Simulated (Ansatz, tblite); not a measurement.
Removing and adding an electron: Ge20H28, a nanocrystal cut from cubic germanium. Total charge 0; singlet. Geometry: PBE-D4/def2-SVP. Ansatz, gas phase; energy differences of separate SCF runs; the oxidised species was run as a doublet alone; the reduced species was run as a doublet alone.

```xyz
48

Ge    0.687   -3.271    3.070
Ge    2.086   -2.246   -3.425
Ge   -1.430    0.583   -3.678
Ge   -2.316   -0.525    3.150
Ge   -3.343    1.278   -0.261
Ge   -0.323   -1.300   -0.262
Ge    3.145   -0.464    1.446
Ge    2.061    1.485   -1.832
Ge    0.078    2.249    1.567
Ge   -0.955    4.077   -1.879
Ge    0.958   -3.048   -1.409
Ge   -1.169   -2.249    1.840
Ge    2.505   -1.685    3.467
Ge   -2.194   -0.438   -1.587
Ge    3.369   -0.202   -3.033
Ge    0.195    2.341   -3.169
Ge   -4.194    0.332    1.832
Ge   -0.834    1.356    3.658
Ge   -1.780    3.108    0.215
Ge    1.232    0.521    0.270
H     0.175   -3.833    4.430
H     1.234   -4.469    2.240
H     3.037   -3.358   -3.962
H     1.018   -1.973   -4.521
H    -2.655    1.222   -4.402
H    -0.819   -0.486   -4.630
H    -2.846   -1.147    4.481
H    -4.527    1.852   -1.104
H     3.837   -1.456    0.464
H     4.181    0.647    1.792
H     2.996    2.689   -1.485
H     1.078    3.412    1.866
H    -2.154    4.643   -2.698
H     0.018    5.254   -1.574
H     0.024   -4.246   -1.754
H     2.034   -3.571   -0.411
H    -2.211   -3.361    1.492
H     3.745   -2.449    4.023
H     2.060   -0.662    4.549
H    -3.186   -1.607   -1.885
H     3.860    0.378   -4.393
H     4.628   -0.551   -2.187
H     0.742    2.948   -4.500
H    -5.204   -0.813    1.527
H    -4.948    1.436    2.634
H    -1.662    2.474    4.363
H     0.306    0.925    4.625
H    -2.538    4.198    1.040
```

The xTB rows come from tblite. Single mean-field runs in def2-TZVP are fitted with def2-universal-jkfit. HOMO above LUMO, or a gap near zero within one spin, warns that the state may not be the lowest or that an electron is smeared out.

```tsv
level	−HOMO (eV)	vertical IE (eV)	−LUMO (eV)	vertical EA (eV)	HOMO–LUMO gap (eV)	IE − EA (eV)	remarks
GFN2-xTB	10.02	11.38	6.22	4.83	3.80	6.54	–
PBE-D4/def2-TZVP	5.95	7.43	2.01	0.73	3.94	6.70	HOMO above zero (-1 doublet), gap within one spin near zero (+1 doublet)
PBE0-D4/def2-TZVP	6.83	7.84	1.31	0.46	5.52	7.38	HOMO above zero (-1 doublet)
```

Question: Estimate the rows for GFN1-xTB, revPBE-D4/def2-TZVP.

Answer: 
```json
{"level": "GFN1-xTB", "−HOMO (eV)": "11.79", "vertical IE (eV)": "12.95", "−LUMO (eV)": "8.71", "vertical EA (eV)": "7.39", "HOMO–LUMO gap (eV)": "3.08", "IE − EA (eV)": "5.56", "remarks": "–"}
{"level": "revPBE-D4/def2-TZVP", "−HOMO (eV)": "5.91", "vertical IE (eV)": "7.47", "−LUMO (eV)": "1.91", "vertical EA (eV)": "0.72", "HOMO–LUMO gap (eV)": "4.00", "IE − EA (eV)": "6.74", "remarks": "HOMO above zero (-1 doublet), gap within one spin near zero (+1 doublet)"}
```

   A HOMO above zero means that the electron is unbound at that level or that self-interaction error raises the level; the energy of removing that electron tells which. Raw xTB energy differences between charge states are shifted by several eV; the methods need an empirical correction for them. Sets without diffuse functions give affinities that are too small.
